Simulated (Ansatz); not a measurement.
Cost and result for the atomization energy of C₂HAlCl₂, SMILES `C#[C][Al]([Cl])[Cl]` (6 atoms, 5 bonds).

Cartesian coordinates in Å:
```
C 1.6552 -0.0984 0.9668
C 0.6136 -0.0335 0.3568
Al -1.0079 0.0609 -0.5892
Cl -2.4204 -1.4488 -0.4117
Cl -1.4151 1.6752 -1.8277
H 2.5746 -0.1553 1.5050
```

Total charge 0; spin multiplicity 1. All single points use the PBE0-D4/def2-TZVP geometry. Program: Ansatz. All runs use 4 threads of an Arm Neoverse V2 on a shared host. Times are those of one run each, without the atoms' runs, and a repeat can differ threefold. Electronic energies, without spin–orbit coupling; frozen cores. CCSD(T)/CBS adds CCSD(T) − MP2 in def2-TZVPP to the MP2 limit, and its time is that of the two runs behind it. T1 = 0.011. B3LYP takes the VWN-RPA correlation (the form of Gaussian; ORCA's B3LYP/G).

CCSD(T)/CBS is a level of theory with its own doubt, some kJ/mol a heavy atom from the limit and from the frozen cores, so smaller differences don't rank the functionals.

```json
{"level": "LDA (SPW92)/def2-TZVPP", "functions": "202", "wall time": "0.75 s", "atomization (kcal/mol)": "662.0", "difference from CCSD(T)/CBS": "76.8", "per bond": "15.4"}
{"level": "CCSD(T)/def2-SVP", "functions": "87", "wall time": "1.1 s", "atomization (kcal/mol)": "552.2", "difference from CCSD(T)/CBS": "-33.0", "per bond": "-6.6"}
{"level": "PBE-D4/def2-TZVPP (with forces)", "functions": "202", "wall time": "1.4 s", "atomization (kcal/mol)": "597.8", "difference from CCSD(T)/CBS": "12.6", "per bond": "2.5"}
{"level": "PBE0-D4/def2-TZVPP", "functions": "202", "wall time": "1.7 s", "atomization (kcal/mol)": "586.0", "difference from CCSD(T)/CBS": "0.8", "per bond": "0.2"}
{"level": "BHLYP-D4/def2-TZVPP", "functions": "202", "wall time": "1.8 s", "atomization (kcal/mol)": "560.2", "difference from CCSD(T)/CBS": "-25.0", "per bond": "-5.0"}
{"level": "B3LYP-D4/def2-TZVPP (with forces)", "functions": "202", "wall time": "2.6 s", "atomization (kcal/mol)": "577.1", "difference from CCSD(T)/CBS": "-8.1", "per bond": "-1.6"}
{"level": "PBE-QIDH/def2-TZVPP", "functions": "202", "wall time": "2.7 s", "atomization (kcal/mol)": "585.6", "difference from CCSD(T)/CBS": "0.4", "per bond": "0.1"}
{"level": "r2SCANh-D4/def2-TZVPP", "functions": "202", "wall time": "3 s", "atomization (kcal/mol)": "584.2", "difference from CCSD(T)/CBS": "-1.0", "per bond": "-0.2"}
{"level": "ωB97X-V/def2-TZVPP", "functions": "202", "wall time": "4.4 s", "atomization (kcal/mol)": "582.9", "difference from CCSD(T)/CBS": "-2.3", "per bond": "-0.4"}
{"level": "ωB97M-V/def2-TZVPP (with forces)", "functions": "202", "wall time": "6 s", "atomization (kcal/mol)": "586.4", "difference from CCSD(T)/CBS": "1.2", "per bond": "0.3"}
{"level": "MP2/def2-QZVPP", "functions": "354", "wall time": "7 s", "atomization (kcal/mol)": "604.2", "difference from CCSD(T)/CBS": "19.0", "per bond": "3.8"}
{"level": "CCSD(T)/def2-TZVPP", "functions": "202", "wall time": "28 s", "atomization (kcal/mol)": "567.1", "difference from CCSD(T)/CBS": "-18.1", "per bond": "-3.6"}
{"level": "CCSD(T)/CBS(def2)", "functions": "–", "wall time": "35 s", "atomization (kcal/mol)": "585.2", "difference from CCSD(T)/CBS": "0.0", "per bond": "0.0"}
```

Leaving LDA and LC-ωPBE aside and taking each functional with its dispersion term where it has one, the values spread over 37.6 kcal/mol, from BHLYP-D4 to PBE-D4. LDA lies +68.1 kcal/mol from PBE without D4, its usual overbinding. In def2-TZVPP, CCSD(T) changes the Hartree–Fock value by +130.4 kcal/mol (the triples alone add +13.1 kcal/mol) and MP2 by +156.9 kcal/mol; breaking electron pairs costs correlation energy, which Hartree–Fock lacks. From BLYP to BHLYP (50 % exact exchange), in def2-TZVPP and without D4, the atomization energy moves by −14.9 kcal/mol: exact exchange takes away binding that semilocal exchange gives to molecules.
